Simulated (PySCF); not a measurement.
# Curvature of the energy in the electron number along the 5p block

Calculated with PySCF 2.14, in def2-SVP with the def2 core potential (28 electrons), ECP: one orbital is emptied in steps, and each cell gives the departure of E from the straight line at half an electron, in eV (from a cubic fit). The exact functional gives zero.

```csv
species,orbital,LDA,PBE,r2SCAN,PBE0,BHandHLYP,LC-wPBE,wB97X,UHF
In,5p alpha,-0.74,-0.71,-0.66,-0.51,-0.35,0.02,-0.06,0.06
Sn,5p alpha,-0.84,-0.81,-0.75,-0.58,-0.38,0.01,-0.07,0.09
Te,5p beta,-0.94,-0.90,-0.81,-0.64,-0.43,0.00,-0.18,0.15
I,5p beta,-1.03,-0.99,-0.90,-0.70,-0.45,-0.03,-0.18,0.17
Xe,5p beta,-1.07,-1.03,-0.94,-0.72,-0.44,-0.04,-0.15,0.22
```

Estimate the missing row, Sb.

The calculation gives LDA -0.93; PBE -0.90; r2SCAN -0.83; PBE0 -0.64; BHandHLYP -0.41; LC-wPBE -0.02; wB97X -0.09; UHF 0.12.

How does the mean departure depend on the functional?

LDA -0.92 eV; PBE -0.89 eV; r2SCAN -0.82 eV; PBE0 -0.63 eV; BHandHLYP -0.41 eV; LC-wPBE -0.01 eV; wB97X -0.12 eV; UHF 0.13 eV. Semilocal functionals are convex (delocalisation error), Hartree-Fock is concave or straight, and exact exchange removes curvature roughly in proportion to its share, so among the functionals the range-separated hybrids usually come closest to zero.

No spin-orbit coupling is included.
